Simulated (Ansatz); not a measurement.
(HGaSe)4 cubane (Ga₄H₄Se₄). Total charge 0; singlet. Geometry PBE-D4/def2-SVP, basis def2-TZVP, Ansatz.

| run | HOMO (eV) | LUMO (eV) |
| --- | --- | --- |
| A | -8.37 | -0.74 |
| B | -9.82 | 1.43 |
| C | -7.11 | -1.87 |
| D | -6.74 | -2.15 |
| E | -7.47 | -1.56 |
| F | -6.43 | -2.32 |

Single mean-field runs in def2-TZVP are fitted with def2-universal-jkfit.

**Question.** The runs used BHLYP, HF, PBE, PBE0, r2SCAN, r2SCANh. Estimate which is which.

**Answer.** A BHLYP (50 % exact exchange); B HF (100 % exact exchange); C r2SCANh (10 % exact exchange); D r2SCAN (0 % exact exchange); E PBE0 (25 % exact exchange); F PBE (0 % exact exchange). Exact exchange lowers occupied and raises empty levels; among semilocal functionals meta-GGAs tend to open the gap a little, and such runs are hard to tell apart. The gap grows from 4.11 eV (PBE) to 11.24 eV (HF).
